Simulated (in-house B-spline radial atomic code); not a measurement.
**Kr⁸⁺: [Ar] (3d3/2)3 (3d5/2)6 4s1 (with a hole in an inner shell)**

Method: Dirac-Hartree-Fock, average of the jj configuration, Fermi nucleus of rms radius 4.1884 fm. Calculated with a B-spline radial code for spherical atoms.

Z_r = [3n² - l(l+1)]/(2<r>); Z_e = n√(-2ε); the last column is Slater's effective charge. Values are occupation-weighted means over j. An effective charge above Z reflects the relativistic contraction of the inner shells.

```csv
shell,electrons,ε (eV),<r> (bohr),Z_r,Z_e,Slater
1s,2,-14573,0.04147,36.17,32.73,35.70
2s,2,-2119,0.1826,32.86,24.96,31.85
2p,6,-1887,0.1599,31.27,23.55,31.85
3s,2,-453.72,0.5209,25.91,17.32,24.75
3p,6,-376.39,0.5288,23.64,15.78,24.75
3d,9,-251.31,0.527,19.93,12.89,15.20
4s,1,-146.61,1.289,18.62,13.13,11.55
```

The least bound orbital is 4s1/2 at -146.6 eV, and it is also the most diffuse (<r> = 1.289 bohr).

For the 1s electron the small component carries 1.71 % of the norm, the zero-frequency Breit interaction raises the level by 23.59 eV, self-energy by 12.52 eV, and vacuum polarisation lowers it by 1.302 eV.
